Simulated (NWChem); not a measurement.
NaF; SMILES [F][Na]

```xyz
2

Na     0.0000     0.0000    -0.8567
F      0.0000     0.0000     1.0316
```
Atoms are numbered in this order, from 1.

All runs: NWChem. The geometry was optimised at PBE0/def2-SVP. GIAO values for the isolated, static molecule; σ is the absolute isotropic shielding.

```csv
level,basis functions,σ Na1 (ppm),σ F2 (ppm)
Hartree-Fock/pcSseg-0,19,593.7,494.8
Hartree-Fock/pcSseg-1,33,580.0,…
Hartree-Fock/pcSseg-2,64,582.9,451.6
Hartree-Fock/pcSseg-3,119,583.5,455.7
```

**Question.** What belongs in the gaps?

**Answer.** 
- Hartree-Fock/pcSseg-1, σ F2 (ppm): 463.5
